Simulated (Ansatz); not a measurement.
Interaction energy ladder

The pair of Br⁻ (SMILES [Br-], atom 1) and SbH3 (SMILES [SbH3], atoms 2–5), both closed shells, in one local arrangement (a lower one may exist), relaxed at PBE0-D4/def2-TZVPD:

| atom | x (Å) | y (Å) | z (Å) |
| --- | --- | --- | --- |
| Br1 | 1.8452 | -0.4260 | -2.1310 |
| Sb2 | 0.0981 | 0.5748 | 0.3507 |
| H3 | -1.1173 | 0.7165 | 1.6471 |
| H4 | 0.3474 | -1.0381 | 0.8461 |
| H5 | -1.1733 | 0.1728 | -0.7129 |

Program: Ansatz 0.2.0. Basis: def2-TZVPPD, with def2-QZVPPD for the basis limit. Cores are frozen in the correlated methods. Filled d shells of the heavier atoms are correlated. Core potentials replace the inner electrons of the atoms past krypton. The def2 sets are not built for correlating such inner shells, so the correlated values are less sure here. B3LYP uses VWN-RPA correlation. Extrapolation: Hartree–Fock as exp(−7.88 √X), correlation as X^−2.97. Interaction energies count from these two fragments, frozen as in the pair, with the counterpoise correction; negative means bound.

What is the interaction energy by CCSD(T) at an estimated basis limit (MP2 extrapolated from triple and quadruple zeta, plus CCSD(T) − MP2 in triple zeta)? (To be estimated.)

The calculation gives: -50.0 kJ/mol. Hartree–Fock alone gives -27.7 kJ/mol at the basis limit. It counts from the two fragments frozen as in the pair.

The same quantity by other methods in triple zeta, and each one's difference from that estimate:
```csv
method,E_int (kJ/mol),difference
PBE-D4,-55.0,-4.9
revPBE-D4,-52.2,-2.2
BLYP-D4,-48.6,1.4
r2SCAN-D4,-51.0,-1.0
B97M-V,-53.6,-3.6
PBE0-D4,-53.2,-3.2
B3LYP-D4,-48.9,1.2
HSE06-D4,-53.5,-3.5
wB97X-V,-47.8,2.2
wB97M-V,-48.6,1.4
B2PLYP,-40.8,9.2
HF,-26.6,23.4
MP2,-45.5,4.5
CCSD,-38.2,11.8
CCSD(T),-40.9,9.1
```
Differences are method less estimate.

Which atoms make the shortest contact between the fragments?

Br1 and Sb2, 3.20 Å apart.

Energy to bend the free fragments (PBE0-D4 minima) into their shapes in the pair, CCSD(T)/def2-TZVPPD: SbH3 6.0 kJ/mol. This must be added to the interaction energy to get the binding energy from relaxed fragments.

Basis-set superposition shift (counterpoise-corrected less uncorrected): CCSD(T) 5.8; MP2 5.7; HF 0.4; PBE0-D4 0.4; wB97M-V 0.4 kJ/mol.

No T1 diagnostic of these runs exceeds 0.015.

For scale, one of the runs: CCSD(T)/def2-TZVPPD, 164 basis functions, launched by `ansatz run in.yaml --threads 4 --pin off --events-out ev --progress --plain --max-ram 9574MiB`. Hardware: 4 CPU threads of an AMD EPYC 9R45, shared host. Wall time 13 s; peak host memory 1.5 GiB.
